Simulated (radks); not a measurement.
Problem. All-electron atom: the cadmium ion Cd27+ in [Ar] 3d3. All-electron calculation, scalar-relativistic Kohn-Sham, PBE, spin-unpolarised, spherical densities, point nucleus. Program: a radial shooting solver on a logarithmic mesh with Libxc functionals. Some entries of the table are withheld. Estimate them.

orbital,occ.,eigenvalue (eV),<r^2> (bohr^2)
1s,2,-27720.58,0.001250
2s,2,-5112.770,0.02015
2p,6,-4714.988,(1)
3s,2,(2),0.1267
3p,6,-1613.965,0.1231
3d,3,(3),0.1002

Solution. 
(1) 2p <r^2> (bohr^2): 0.01585
(2) 3s eigenvalue (eV): -1743.184
(3) 3d eigenvalue (eV): -1433.673
